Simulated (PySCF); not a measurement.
Isomers of C8H13F, from PBE0-D3(BJ)/def2-SVP geometry optimisation, gas phase in PySCF 2.14.0. One conformer each, no zero-point energy, no frequencies.

Question: Which is lowest in electronic energy at this level?
A. `[CH3:1][C@@H:2]1[C@H:3]2[CH2:4][CH2:5][C@@H:6]([F:7])[CH2:8][C@@H:9]12` with C1–C2–C3–C4 141°, C2–C3–C4–C5 52°, C3–C4–C5–C6 50°, C4–C5–C6–F7 173°: A = 3235, B = 1077, C = 912.7 MHz, dipole 1.90 D
B. `[F:1][C@:2]12[CH2:3][CH2:4][CH2:5][C@H:6]1[CH2:7][CH2:8][CH2:9]2` with F1–C2–C3–C4 -145°, C2–C3–C4–C5 40°, C3–C4–C5–C6 -39°, C4–C5–C6–C7 -93°: A = 2244, B = 1729, C = 1333 MHz, dipole 1.66 D
C. `[F:1]/[C:2]1=[CH:3]\[CH2:4][CH2:5][CH2:6][CH2:7][CH2:8][CH2:9]1` with C2–C3–C4–C5 83°, C3–C4–C5–C6 -50°, C4–C5–C6–C7 81°, C5–C6–C7–C8 -114°: A = 2111, B = 1691, C = 1208 MHz, dipole 1.55 D

Answer: B. That is `F[C@]12CCC[C@H]1CCC2`, 20.0 kcal/mol below the next.

```csv
SMILES,mapped SMILES,E (Eh),relative (kcal/mol),relative (kJ/mol),dipole (D)
F[C@]12CCC[C@H]1CCC2,[F:1][C@:2]12[CH2:3][CH2:4][CH2:5][C@H:6]1[CH2:7][CH2:8][CH2:9]2,-411.78863,0.0,0.0,1.66
C[C@@H]1[C@H]2CC[C@@H](F)C[C@@H]12,[CH3:1][C@@H:2]1[C@H:3]2[CH2:4][CH2:5][C@@H:6]([F:7])[CH2:8][C@@H:9]12,-411.75676,20.0,83.7,1.90
F/C1=C\CCCCCC1,[F:1]/[C:2]1=[CH:3]\[CH2:4][CH2:5][CH2:6][CH2:7][CH2:8][CH2:9]1,-411.73805,31.7,132.8,1.55
```

As drawn, the highest has a C=C bond outside aromatic rings, which the lowest lacks.
